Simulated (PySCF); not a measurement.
Compound: Ge(OH)Cl3.
Structure used (PBE0-D3(BJ)/def2-SVP), in Å, numbered top down from 1:
```xyz
6
Cl3GeHO angstrom
Ge    -0.0586   -0.1583   -0.2944
O     -0.0744   -0.0487    1.4492
H      0.3664    0.7453    1.7774
Cl     1.9410   -0.2095   -1.0320
Cl    -1.0255    1.5191   -1.1850
Cl    -1.0857   -1.9438   -0.7844
```

Method used: TDDFT B3LYP/def2-SVPD, vertical, gas phase, core orbitals frozen in the response (PySCF 2.14.0, density-fitted response routines). The B3LYP/def2-SVPD calculation is non-relativistic and has no spin–orbit coupling, an omission that weighs most on germanium.

Kohn–Sham orbitals with the atoms that hold most of them (Löwdin shares over 4%, at most four atoms; ? is withheld):

| orbital | ε (eV) | atoms |
| --- | --- | --- |
| HOMO-3 | -9.90 | Cl6 38%, Cl4 19%, Cl5 18%, O2 15% |
| HOMO-2 | -9.54 | Cl6 49%, Cl5 22%, Cl4 22% |
| HOMO-1 | -9.39 | Cl4 33%, Cl5 32%, O2 18%, Cl6 16% |
| HOMO | ? | ? |
| LUMO | -2.35 | ? |
| LUMO+1 | -0.46 | Ge1 27%, O2 23%, H3 16%, Cl5 13% |
| LUMO+2 | 0.22 | Ge1 29%, Cl6 28%, Cl5 16%, Cl4 15% |

(1) Which atoms hold the LUMO, and with what shares?

(2) Which atoms hold the HOMO, and with what shares?

(3) What is the HOMO energy, and the HOMO–LUMO gap?

Results:

(1) Ge1 (bonded to 3 Cl and O) 23%; Cl4 (bonded to Ge) 22%; Cl5 (bonded to Ge) 22%; Cl6 (bonded to Ge) 21%. By element: chlorine 65%, germanium 23%.

(2) Cl5 (bonded to Ge) 39%; Cl4 (bonded to Ge) 38%; Cl6 (bonded to Ge) 22%.

(3) ε(HOMO) = -9.30 eV; the gap is 6.95 eV (0.2553 hartree).

Task: How does S1 compare with the orbital gap of 6.95 eV?

Result: S1 is at 5.84 eV (f = 0.0004), 1.11 eV below the gap, made of HOMO→LUMO (99%). Without the coupling terms of the response equations the lowest excitation would equal the gap.

Task: One configuration dominates each of S1, S2 and S3. Which, and how do the shares of the two leading atoms of either orbital change from the occupied to the empty one?

Result: 
- S1 (5.84 eV, f 0.0004), HOMO→LUMO (99%): Cl5 39% → 22%, Cl4 38% → 22%, Ge1 at most 2% → 23%
- S2 (5.91 eV, f 0.0012), HOMO-1→LUMO (99%): Cl4 33% → 22%, Cl5 32% → 22%, Ge1 at most 2% → 23%
- S3 (6.11 eV, f 0.017), HOMO-2→LUMO (97%): Cl6 49% → 21%, Cl5 22% → 22%, Ge1 at most 4% → 23%, Cl4 22% → 22%

On an AMD EPYC with one thread, no GPU, on a shared host, this took 45 s of wall time (grids of density and orbitals included) and 0.71 GiB of memory at its peak.
